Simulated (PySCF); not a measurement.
From computed data to an observable: dipole moment from atomic charges

B(H)(vinyl)(OH) (C₂H₅BO), SMILES C=CBO. Atoms are numbered in the order given.

```xyz
9

B      0.4622    -0.6240     0.0000
H      1.6713    -0.5355     0.0000
C     -0.4273     0.6544     0.0000
C      0.1173     1.8801     0.0000
H     -1.5255     0.5838     0.0000
H     -0.4811     2.7978     0.0000
H      1.2056     2.0091     0.0000
O     -0.0397    -1.8799     0.0000
H     -1.0031    -1.9025     0.0000
```

Geometry: PBE0-D3(BJ)/def2-SVP. One conformer was computed; it need not be the lowest.

Charges (e) from M06-2X/def2-TZVPD run with PySCF:

```csv
atom,ESP fit,IAO
B1,0.476,0.291
H2,-0.095,-0.013
C3,-0.323,-0.310
C4,-0.323,-0.234
H5,0.141,0.133
H6,0.182,0.149
H7,0.156,0.149
O8,-0.621,-0.532
H9,0.408,0.367
```

The dipole moment of the full density is 1.95 D.

**Question.** What dipole moment does each set of point charges give, and which comes closer to that of the density?

**Answer.** 
μ = Σ q r, and 1 e Å = 4.8032 D.
ESP fit: Σ q r = (-0.338, 0.231, 0.000) e Å, |μ| = 1.97 D.
IAO: Σ q r = (-0.224, 0.278, 0.000) e Å, |μ| = 1.72 D.
ESP fit comes closer in size. Point charges leave out the atoms' own dipoles (lone pairs, polarised bonds); fits to the potential absorb them, partitions of the density don't.
